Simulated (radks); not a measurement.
Task: All-electron atom: Os2+ in [Xe] 4f14 5d6 (the NIST ground configuration). Method: Dirac Kohn-Sham, LDA (Slater exchange, Perdew-Wang correlation), spin-unpolarised, spherical densities, finite nucleus; open shells are shared between the two j in proportion to 2j + 1; Fermi nuclear charge, rms radius 5.4126 fm; computed with a radial shooting solver on a logarithmic mesh with Libxc functionals. Some entries of the table are withheld. Estimate them.

| orbital | occ. | eigenvalue (hartree) | r(max) (bohr) | <r> (bohr) |
|---|---|---|---|---|
| 1s1/2 | 2 | -2708.132 | 0.01104 | 0.01775 |
| 2s1/2 | 2 | -471.9123 | 0.06365 | 0.07431 |
| 2p1/2 | 2 | -452.1096 | 0.04711 | 0.06132 |
| 2p3/2 | 4 | -395.9021 | 0.05416 | 0.06951 |
| 3s1/2 | 2 | -110.2838 | 0.1792 | 0.1936 |
| 3p1/2 | 2 | -101.3763 | (1) | (2) |
| 3p3/2 | 4 | -89.12251 | (3) | (4) |
| 3d3/2 | 4 | -74.10043 | 0.1420 | 0.1735 |
| 3d5/2 | 6 | -71.44357 | 0.1460 | 0.1781 |
| 4s1/2 | 2 | -23.74653 | 0.4055 | 0.4320 |
| 4p1/2 | 2 | -20.00466 | 0.4043 | 0.4358 |
| 4p3/2 | 4 | -17.11729 | 0.4346 | 0.4697 |
| 4d3/2 | 4 | -10.95355 | 0.4295 | 0.4827 |
| 4d5/2 | 6 | -10.41861 | 0.4390 | 0.4941 |
| 5s1/2 | 2 | -3.99883 | 0.9138 | 1.006 |
| 5p1/2 | 2 | -2.83964 | 0.9731 | 1.098 |
| 4f5/2 | 6 | -2.60822 | 0.4025 | 0.5525 |
| 4f7/2 | 8 | -2.50496 | 0.4073 | 0.5607 |
| 5p3/2 | 4 | -2.38515 | 1.056 | 1.199 |
| 5d3/2 | 2.4 | -0.87897 | 1.326 | 1.667 |
| 5d5/2 | 3.6 | -0.83664 | 1.368 | 1.723 |

Result: 
(1) 3p1/2 r(max) (bohr): 0.1675
(2) 3p1/2 <r> (bohr): 0.1836
(3) 3p3/2 r(max) (bohr): 0.1819
(4) 3p3/2 <r> (bohr): 0.1987
